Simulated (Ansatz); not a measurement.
CH7BOSi2, SMILES `O[SiH]1B[SiH2]C1`. Charge 0, multiplicity 1. The geometry is a stationary point of PBE0-D4/def2-TZVP. It is one conformer, not always the lowest.

```xyz
12

O    -1.268   -1.714   -1.586
Si   -0.265   -0.717   -0.774
B     1.344   -0.898    0.188
Si    0.903    0.990    0.752
C    -0.842    0.900   -0.077
H    -2.197   -1.476   -1.644
H     0.285   -1.375    0.809
H     2.261   -1.651    0.235
H     0.770    1.274    2.209
H     1.689    2.090    0.130
H    -0.980    1.672   -0.838
H    -1.700    0.906    0.595
```

Question: What is the dipole moment at PBE/def2-TZVPP? (Best estimate.)

Answer: Computed: 3.44 D, with components (-3.26, 0.52, -0.94) D in this frame, pointing from negative to positive charge.

Question: And with r2SCAN, B3LYP, ωB97M-V? (Best estimate.)

Answer: Computed: r2SCAN 3.50 D, B3LYP 3.41 D, ωB97M-V 3.50 D.

Question: Give the Mulliken charges with PBE, ωB97M-V, B3LYP in def2-TZVPP. (Estimate.)

Answer: The calculation gave: 
```tsv
atom	PBE	ωB97M-V	B3LYP
O1	-0.35	-0.38	-0.39
Si2	0.30	0.37	0.36
B3	-0.07	-0.17	-0.02
Si4	0.12	0.13	0.19
C5	-0.31	-0.45	-0.39
H6	0.20	0.19	0.19
H7	0.01	0.03	-0.04
H8	0.04	0.11	0.06
H9	-0.07	-0.04	-0.09
H10	-0.08	-0.05	-0.09
H11	0.11	0.14	0.11
H12	0.10	0.13	0.11
```

B3LYP here is the variant with VWN-RPA as its local correlation; programs differ in this.
